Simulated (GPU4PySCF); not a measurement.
Computed shifts of a molecule C₁₃H₁₀N₂, PBE/pcSseg-1 (GPU4PySCF), GIAO, gas phase, atoms alike by connectivity averaged where their shifts nearly agree, in ppm (number of nuclei): ¹³C: 149.7 (1), 142.8 (1), 142.0 (1), 136.2 (1), 134.1 (2), 130.8 (1), 127.2 (2), 127.0 (1), 126.9 (1), 126.3 (1), 112.0 (1). ¹⁵N: 294.3 (1), 208.5 (1). ¹H: 8.07 (1), 7.83 (1), 7.77 (1), 7.74 (1), 7.73 (2), 7.57 (1), 7.56 (1), 7.50 (1), 7.45 (1). References: ¹³C against TMS (σ = 182.0 ppm); ¹⁵N against NH3 (σ = 267.0 ppm); ¹H against TMS (σ = 31.49 ppm), references at their B3LYP-D3(BJ)/def2-TZVP geometries, non-relativistic (references run with PySCF on processors). Geometry optimised at r2SCAN-D4/def2-TZVP. The values are those of a single conformer.

Task: Which molecule gave these data?
(A) c1ccc(-n2cnc3ccccc32)cc1
(B) C#Cc1nc(-c2ccccc2)cnc1C
(C) Cc1ccc(-c2ccc(C#N)cn2)cc1

Result: A, c1ccc(-n2cnc3ccccc32)cc1
